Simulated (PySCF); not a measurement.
P, charge +1, triplet; WB97M-V/cc-pVTZ in PySCF.

PySCF was given this input:
```python
from pyscf import gto, scf, dft

mol = gto.M(
    atom='''
P     0.000000    0.000000    0.000000
''',
    basis='cc-pvtz',
    charge=1,
    spin=2,
    verbose=4,
)

mf = dft.UKS(mol)
mf.xc = 'wb97m_v'
mf.kernel()
```

Output, abridged:

```
PySCF version 2.14.0

[INPUT] verbose = 4
[INPUT] num. atoms = 1
[INPUT] num. electrons = 14
[INPUT] charge = 1
[INPUT] spin (= nelec alpha-beta = 2S) = 2
[INPUT] symmetry False subgroup None
[INPUT] Mole.unit = angstrom
[INPUT] Symbol           X                Y                Z      unit          X                Y                Z       unit  Magmom
[INPUT]  1 P      0.000000000000   0.000000000000   0.000000000000 AA    0.000000000000   0.000000000000   0.000000000000 Bohr   0.0

nuclear repulsion = 0
number of shells = 9
number of NR pGTOs = 59
number of NR cGTOs = 34
basis = cc-pvtz
ecp = {}

******** <class 'pyscf.dft.uks.UKS'> ********
method = UKS
initial guess = minao
damping factor = 0
level_shift factor = 0
DIIS = <class 'pyscf.scf.diis.CDIIS'>
diis_start_cycle = 1
diis_space = 8
diis_damp = 0
SCF conv_tol = 1e-09
SCF conv_tol_grad = None
SCF max_cycles = 50
direct_scf = True
direct_scf_tol = 1e-13
number electrons alpha = 8  beta = 6
XC library pyscf.dft.libxc version 7.1.2
    S. Lehtola, C. Steigemann, M. J. T. Oliveira, and M. A. L. Marques,  SoftwareX 7, 1–5 (2018)
XC functionals = wb97m_v
    N. Mardirossian and M. Head-Gordon,  J. Chem. Phys. 144, 214110 (2016)
radial grids:
    Treutler-Ahlrichs [JCP 102, 346 (1995); DOI:10.1063/1.469408] (M4) radial grids

becke partition: Becke, JCP 88, 2547 (1988); DOI:10.1063/1.454033
pruning grids: <function nwchem_prune>
grids dens level: 3
symmetrized grids: False
atomic radii adjust function: <function treutler_atomic_radii_adjust>
** Following is NLC and NLC Grids **
NLC functional = wb97m_v
radial grids:
    Treutler-Ahlrichs [JCP 102, 346 (1995); DOI:10.1063/1.469408] (M4) radial grids

becke partition: Becke, JCP 88, 2547 (1988); DOI:10.1063/1.454033
pruning grids: <function nwchem_prune>
grids dens level: 3
symmetrized grids: False
atomic radii adjust function: <function treutler_atomic_radii_adjust>
small_rho_cutoff = 0
Set gradient conv threshold to 3.16228e-05
tot grids = 19184
tot grids = 19184
init E= -340.987852507976

cycle= 1 E= -340.826179210448  delta_E= 0.162  |g|= 0.22  |ddm|= 0.668
cycle= 2 E= -340.869099478707  delta_E= -0.0429  |g|= 0.0774  |ddm|= 0.396
cycle= 3 E= -340.870525617793  delta_E= -0.00143  |g|= 0.00984  |ddm|= 0.0647
cycle= 4 E= -340.870635827258  delta_E= -0.00011  |g|= 0.00203  |ddm|= 0.0231
cycle= 5 E= -340.870641609261  delta_E= -5.78e-06  |g|= 0.000319  |ddm|= 0.00526
cycle= 6 E= -340.870641722404  delta_E= -1.13e-07  |g|= 1.11e-05  |ddm|= 0.00083
cycle= 7 E= -340.870641722528  delta_E= -1.24e-10  |g|= 1.61e-06  |ddm|= 2.14e-05
Extra cycle  E= -340.870641722531  delta_E= -2.67e-12  |g|= 4.33e-07  |ddm|= 2.75e-06
converged SCF energy = -340.870641722531  <S^2> = 2.0017537  2S+1 = 3.0011689
```
